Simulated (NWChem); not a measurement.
# CClF₂NOSi; SMILES C(=O)=N[Si](Cl)(F)F

```xyz
7

O      0.3426    -3.4595     0.0000
C      0.1104    -2.3113     0.0000
N     -0.1358    -1.1333     0.0000
Si    -0.3714     0.5275     0.0000
F     -1.2062     0.9491     1.2845
F     -1.2062     0.9491    -1.2845
Cl     1.4036     1.5170     0.0000
```
Atoms are numbered in this order, from 1.

Computed with NWChem. Pople sets run with spherical d functions. Structure relaxed at the B3LYP/6-31G* (spherical d) level. Field at 589 nm.

Q: Predict the results for B3LYP/6-31G*. Quantities: isotropic polarisability (bohr³); anisotropy (bohr³).

A: 
```json
{
 "isotropic polarisability (bohr³)": "44.1",
 "anisotropy (bohr³)": "33.4"
}
```
